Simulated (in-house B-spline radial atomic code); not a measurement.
Kr²¹⁺. Computed with a B-spline radial atomic code. Model: all-electron spherical atom, spin shells full or empty, radial basis limit, no spin-orbit coupling: exact exchange with a local potential (Slater, KLI or optimised effective potential, whose far tail is KLI's), no correlation.

Exchange potential has not reached -1/r at the last radius.

The run also made RPA and GW results, which its time includes.

The Slater potential averages the orbital exchange potentials with the orbital densities as weights, KLI adds orbital constants, and the optimised effective potential minimises the exact-exchange energy among local potentials. So their energies lie above Hartree-Fock in the order OEP, KLI, Slater. All fall off as −1/r, unlike LDA and GGA exchange.

Command:
```bash
python run_gw.py task.json out
```
Settings (lengths in bohr, energies in hartree):
```
Z                      36
electrons              15
configuration          [Ne] 3s2 3p3
hamiltonian            nr
method                 slater
lmax                   9
spin_polarised         True
box_radius             3.94
intervals              64
```

Run time, properties included: 3.5 s on 1 thread of Arm Neoverse N1, on a shared host.

Given: hamiltonian non-relativistic; mean-field start Slater potential.

Computed: energy above Hartree-Fock 93.838 millihartree; virial ratio -E/T less 1 -0.008952.

```csv
radius (bohr),r times exchange potential up (hartree bohr),r times exchange potential down (hartree bohr)
0.00139,-0.051738,-0.051744
0.00167,?,?
0.002,-0.074315,-0.074322
0.00241,-0.08942,-0.089428
0.00289,-0.10702,-0.10703
0.00347,-0.12813,-0.12814
0.00417,-0.15338,-0.15339
0.00501,-0.18327,-0.18328
0.00601,-0.21822,-0.21822
0.00722,-0.25945,-0.25945
0.00868,-0.30753,-0.30751
0.0104,-0.36164,-0.36159
0.0125,-0.42378,-0.42369
0.015,-0.49194,-0.49178
0.0181,-0.56762,-0.56737
0.0217,-0.64358,-0.64323
0.026,-0.71844,-0.71802
0.0313,-0.78902,-0.78864
0.0376,-0.84559,-0.84528
0.0451,-0.88144,-0.88035
0.0542,-0.89576,-0.8901
0.0651,?,?
0.0782,-0.94901,-0.91701
0.0939,-1.0428,-1.0022
0.113,-1.1706,-1.1296
0.135,-1.2921,-1.2565
0.163,-1.3864,-1.3624
0.195,-1.4141,-1.4149
0.235,-1.339,-1.4001
0.282,-1.2116,-1.276
0.339,-1.2379,-1.0479
0.407,-1.3674,-0.93253
0.488,-1.463,-0.94455
0.587,-1.4807,-0.97634
0.705,-1.434,-0.99348
0.846,-1.3608,-0.99892
1.02,-1.2875,-0.99995
```

Question: What belongs in the row 0.00167?

Answer: r times exchange potential up (hartree bohr): -0.062114; r times exchange potential down (hartree bohr): -0.062121.

Question: What belongs in the row 0.0651?

Answer: r times exchange potential up (hartree bohr): -0.90603; r times exchange potential down (hartree bohr): -0.88868.

| occupied | level (hartree) | Hartree-Fock level (hartree) |
| --- | --- | --- |
| 1s up | -550.54 | -553.26 |
| 1s down | -550.45 | -552.97 |
| 2s up | ? | ? |
| 2s down | -101.15 | -101.69 |
| 2p up | -95.408 | -95.256 |
| 2p down | -95.239 | -94.885 |
| 3s up | -36.954 | -37.06 |
| 3s down | ? | ? |
| 3p up | -34.921 | -34.514 |

Question: What belongs in the row 2s up?

Answer: level (hartree): -101.25; Hartree-Fock level (hartree): -101.89.

Question: What belongs in the row 3s down?

Answer: level (hartree): -36.175; Hartree-Fock level (hartree): -35.777.

```json
{"empty": "3p down", "level (hartree)": "-34.182"}
{"empty": "3d up", "level (hartree)": "-31.765"}
{"empty": "3d down", "level (hartree)": "-31.229"}
{"empty": "4s up", "level (hartree)": "?"}
{"empty": "4s down", "level (hartree)": "-18.636"}
{"empty": "4p up", "level (hartree)": "-18.196"}
{"empty": "4p down", "level (hartree)": "-17.825"}
{"empty": "4d up", "level (hartree)": "-16.996"}
{"empty": "4d down", "level (hartree)": "?"}
{"empty": "4f up", "level (hartree)": "-16.032"}
{"empty": "4f down", "level (hartree)": "-15.458"}
```

Question: What belongs in the row 4s up?

Answer: level (hartree): -19.02.

Question: What belongs in the row 4d down?

Answer: level (hartree): -16.643.

The highest level, 3p up, differs from Hartree-Fock by -11 eV and the deepest, 1s up, by +74.1 eV: the Slater potential lacks the response part and is deeper than the optimised one throughout, so the top level comes too deep.
